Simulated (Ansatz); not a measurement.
The inner images of a band of CH2BFOS (7 atoms, charge 0, multiplicity 1) are given out of order.

These are results of RKS PBE0-D4/6-31G* (Ansatz 0.2.0), not measurements.

Image 0:

```xyz
7
Properties=species:S:1:pos:R:3
O -0.626 0.080 1.301
C 0.062 -0.255 0.199
F 0.763 -1.398 0.383
B -0.264 0.258 -1.205
S 1.158 1.110 -0.652
H -0.056 -0.041 2.077
H -0.976 0.177 -2.149
```

Image 6:

```xyz
7
Properties=species:S:1:pos:R:3
O -0.172 -0.246 1.508
C 0.212 -0.438 0.242
F 0.897 -1.573 0.195
B -0.243 0.273 -1.036
S 1.236 1.105 -0.654
H -0.760 0.522 1.549
H -1.110 0.289 -1.850
```

Question: Put them in order from the first end to the last, with their energies above the first end.
A.
```xyz
7
Properties=species:S:1:pos:R:3
O -0.340 -0.315 1.467
C 0.152 -0.437 0.211
F 0.817 -1.593 0.152
B -0.274 0.267 -1.079
S 1.150 1.106 -0.495
H -0.420 0.618 1.699
H -1.024 0.287 -2.000
```
B.
```xyz
7
Properties=species:S:1:pos:R:3
O -0.477 -0.276 1.407
C 0.132 -0.422 0.196
F 0.801 -1.586 0.179
B -0.277 0.255 -1.111
S 1.140 1.075 -0.467
H -0.250 0.579 1.792
H -1.008 0.306 -2.042
```
C.
```xyz
7
Properties=species:S:1:pos:R:3
O -0.641 -0.043 1.292
C 0.084 -0.324 0.190
F 0.796 -1.470 0.320
B -0.272 0.245 -1.183
S 1.134 1.088 -0.560
H -0.054 0.201 2.023
H -0.987 0.235 -2.127
```
D.
```xyz
7
Properties=species:S:1:pos:R:3
O -0.228 -0.295 1.502
C 0.173 -0.448 0.230
F 0.844 -1.592 0.157
B -0.260 0.278 -1.048
S 1.186 1.129 -0.569
H -0.598 0.591 1.614
H -1.055 0.269 -1.932
```
E.
```xyz
7
Properties=species:S:1:pos:R:3
O -0.598 -0.168 1.326
C 0.113 -0.382 0.189
F 0.816 -1.536 0.248
B -0.277 0.242 -1.150
S 1.125 1.077 -0.493
H -0.117 0.422 1.920
H -1.000 0.277 -2.086
```

Answer: C (+3.9 kJ/mol), E (+12.7 kJ/mol), B (+18.1 kJ/mol), A (+15.1 kJ/mol), D (+10.4 kJ/mol).

Time of the run: 2.9 min on 1 thread of Intel(R) Xeon(R) Platinum 8375C CPU @ 2.90GHz (Ice Lake), with other jobs on the host, peak memory 0.18 GiB.
